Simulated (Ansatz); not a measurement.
`CC(F)Cl` and `C[CH](F)[InH2]` differ in one atom or group.

Ansatz, PBE0-D4/def2-TZVP geometries, multiplicity 1. 

Elements past krypton have def2 core potentials.

```
                                                                                  property  `CC(F)Cl`
                                                     LUMO energy (ωB97M-V/def2-TZVPP) / eV       2.67
                                                        HOMO energy (PBE0/def2-TZVPP) / eV      -8.71
                                        size of the dipole moment (ωB97M-V/def2-TZVPP) / D       2.16
ideal-gas entropy at 298 K and 1 bar (rigid rotor, harmonic PBE0-D4/def2-TZVP) / J/(mol·K)        292
                                                       HOMO–LUMO gap (PBE/def2-TZVPP) / eV       6.88
                                                      HOMO–LUMO gap (PBE0/def2-TZVPP) / eV       9.47
```

(1) Give the same properties after the change, and the shifts. (An estimate is asked.)

Results:

(1) Computed: 
```tsv
property	`C[CH](F)[InH2]`	shift
LUMO energy (ωB97M-V/def2-TZVPP) / eV	-0.33	-3.00
HOMO energy (PBE0/def2-TZVPP) / eV	-7.04	1.67
size of the dipole moment (ωB97M-V/def2-TZVPP) / D	1.77	-0.39
ideal-gas entropy at 298 K and 1 bar (rigid rotor, harmonic PBE0-D4/def2-TZVP) / J/(mol·K)	351	59
HOMO–LUMO gap (PBE/def2-TZVPP) / eV	3.29	-3.59
HOMO–LUMO gap (PBE0/def2-TZVPP) / eV	5.24	-4.23
```

With PBE0 the HOMO rises by 1.67 eV and the LUMO falls by 2.55 eV, so the gap narrows by about 4.22 eV. PBE moves the HOMO by 1.41 eV and ωB97M-V by 1.82 eV. The zero-point energy changes by 23.9 kJ/mol with +6 modes. Dipoles are sizes alone; their direction can turn. Modes under 60 cm⁻¹, often nearly free rotors, make the harmonic entropy too high.
